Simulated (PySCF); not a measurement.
How methods differ on the excitation energy of In

In [Kr] 4d10 5s2 5p1 (2P) → In [Kr] 4d10 5s1 5p1 6s1 (4P), as a difference of total energies. Computed with PySCF 2.14 in x2c-TZVPPall with one added diffuse shell each of s, p, d, f type (9s7p5d3f, 76 functions), with scalar relativity by spin-free X2C-1e. Correlated levels: valence: [Kr] 4d10 frozen; valence and next inner shell: [Ar] 3d10 frozen. The calculations carry no spin-orbit coupling.

```json
{"method": "UHF", "excitation energy (cm⁻¹)": "54592"}
{"method": "LDA", "excitation energy (cm⁻¹)": "69737"}
{"method": "PBE", "excitation energy (cm⁻¹)": "66967"}
{"method": "PBE0", "excitation energy (cm⁻¹)": "65150"}
{"method": "r2SCAN", "excitation energy (cm⁻¹)": "65776"}
{"method": "TPSS", "excitation energy (cm⁻¹)": "65794"}
{"method": "wB97X", "excitation energy (cm⁻¹)": "69935"}
{"method": "M06-2X", "excitation energy (cm⁻¹)": "65415"}
{"method": "wB97M-V", "excitation energy (cm⁻¹)": "66100"}
{"method": "MP2 (valence)", "excitation energy (cm⁻¹)": "59749"}
{"method": "SCS-MP2 (valence)", "excitation energy (cm⁻¹)": "61502"}
{"method": "MP2 (valence and next inner shell)", "excitation energy (cm⁻¹)": "66428"}
{"method": "SCS-MP2 (valence and next inner shell)", "excitation energy (cm⁻¹)": "67075"}
```

A first-order spin-orbit estimate (lowest level to lowest level, LS coupling) adds -0.039 eV.

The upper state lies above the first ionisation limit, but in LS coupling its spin forbids autoionisation to the ground ion; at this Z spin-orbit coupling breaks that rule. A Rydberg-like electron needs more diffuse functions than a valence basis has.

The promoted electron is Rydberg-like, and one or two diffuse shells describe it only roughly, which tends to raise the upper state.
